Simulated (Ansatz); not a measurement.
Reaction (formal exchange of groups at the Si–C bond): `[SiH3]C(Cl)Cl` + `[CH3][SbH][OH]` → `[OH][SbH][CH2][SiH3]` + `ClCCl`

Program: Ansatz. Geometries: PBE0-D4/def2-TZVP. ΔE: electronic, gas phase. CBS: MP2 limit from def2 TZ/QZ plus the TZ coupled-cluster correction, frozen cores. This one scheme is used for every species. Functionals use def2-TZVPP. def2 core potentials past Kr. For Sb outer-core shells are correlated without core-valence functions, which leaves a few kJ/mol of doubt a bond. Each species was taken in one conformer, which may not be the lowest.

| species | revPBE energy (Eh) |
| --- | --- |
| `[SiH3]C(Cl)Cl` | -1250.20229 |
| `[CH3][SbH][OH]` | -356.65685 |
| `[OH][SbH][CH2][SiH3]` | -647.29519 |
| `ClCCl` | -959.56887 |

Task: Work out ΔE.

Result: ΔE = (-647.29519) + (-959.56887) − (-1250.20229) − (-356.65685) = -0.00492 Eh = -3.1 kcal/mol. CCSD(T)/CBS gives -3.7 kcal/mol.

Largest T1 diagnostic among the species: 0.014.

From BLYP to BHLYP (50 % exact exchange), in def2-TZVPP and without D4, ΔE moves by −1.1 kcal/mol. Leaving LDA and LC-ωPBE aside and taking each functional with its dispersion term where it has one, the values, not all of them listed here, spread over 1.2 kcal/mol, from B97M-V to BLYP-D4.
